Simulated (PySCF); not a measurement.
SMILES C([SiH2]C)[SiH](Cl)Cl, singlet (B3LYP/def2-SVP optimised geometry):

```
14

Si    -0.175    -1.707     0.000
Cl    -0.836    -2.720    -1.690
Cl     1.907    -1.707     0.000
C     -0.819     0.040     0.000
Si    -0.051     1.281     1.226
C      0.108     0.560     2.961
H     -0.615    -2.488     1.180
H     -0.704     0.451    -1.018
H     -1.907    -0.024     0.189
H      1.287     1.699     0.717
H     -0.932     2.488     1.257
H     -0.864     0.212     3.346
H      0.493     1.321     3.659
H      0.809    -0.291     2.975
```

Method: B3LYP/def2-TZVP in PySCF.

Problem. What are the frontier orbital energies and the dipole moment?

Solution. HOMO-2 -8.96 eV, HOMO-1 -8.78 eV, HOMO -8.45 eV, LUMO -0.10 eV, LUMO+1 0.14 eV; dipole moment 2.11 D.

On the same geometry PBE/def2-TZVP (PySCF) gives HOMO-2 -7.85 eV, HOMO-1 -7.68 eV, HOMO -7.37 eV, LUMO -0.81 eV, LUMO+1 -0.57 eV; dipole moment 2.04 D.

Meta-Löwdin charges at B3LYP/def2-TZVP: Si1 0.88, Cl2 -0.30, Cl3 -0.30, C4 -0.70, Si5 0.68, C6 -0.58, H7 -0.11, H8 0.14, H9 0.14, H10 -0.11, H11 -0.11, H12 0.12, H13 0.13, H14 0.13.
